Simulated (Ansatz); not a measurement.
Relaxation of CH4AlFO (8 atoms, charge 0, multiplicity 1), to a largest force component of 0.03 eV/Å in at most 50 steps.

Computed with Ansatz, RKS PBE0/def2-SVP.

```xyz
8
Properties=species:S:1:pos:R:3
Al 0.793 -0.210 0.038
F -1.188 -2.469 -0.600
O 1.613 -1.582 -0.150
H -0.304 -2.704 -0.560
C -0.097 1.488 0.282
H 0.429 2.089 1.040
H -1.135 1.335 0.613
H -0.111 2.053 -0.662
```

Task: Where does it end, and by what steps?

Result: The forces met the threshold. The force dipped under the threshold on the way, but the program's further checks kept it going. After 22 steps the energy has fallen by 3.886 eV; H4 moved furthest, 1.63 Å. Parted: F2–H4 (0.91 → 3.10 Å). Joined: Al1–F2 (3.07 → 1.67 Å), O3–H4 (2.26 → 0.96 Å).

```csv
step,energy less start (eV),largest force component (eV/Å),accepted
0,0.0000,1.333,yes
1,-0.2179,1.191,yes
2,-0.3788,0.720,yes
3,-0.5712,0.742,yes
4,-1.0166,1.984,yes
5,-1.8710,3.589,yes
6,-2.5786,3.723,yes
7,-3.1386,1.548,yes
8,-3.5004,1.003,yes
9,-3.4119,2.245,no
10,-3.6287,0.751,yes
11,-3.7208,0.761,yes
12,-3.8204,0.462,yes
13,-3.8669,0.172,yes
14,-3.8802,0.201,yes
15,-3.8813,0.229,yes
16,-3.8844,0.085,yes
17,-3.8847,0.006,yes
18,-3.8850,0.068,yes
19,-3.8852,0.052,yes
20,-3.8855,0.030,yes
21,-3.8850,0.096,no
22,-3.8857,0.025,yes
```

```xyz
8
Properties=species:S:1:pos:R:3
Al -0.182 -0.641 -0.189
F -1.563 -1.396 -0.746
O 1.218 -1.584 -0.020
H 1.283 -2.518 -0.224
C -0.184 1.243 0.236
H 0.755 1.549 0.721
H -1.023 1.502 0.902
H -0.306 1.846 -0.680
```

Run time: 62 s on 2 threads of Arm Neoverse N1, with other jobs on the host, peak memory 0.15 GiB.
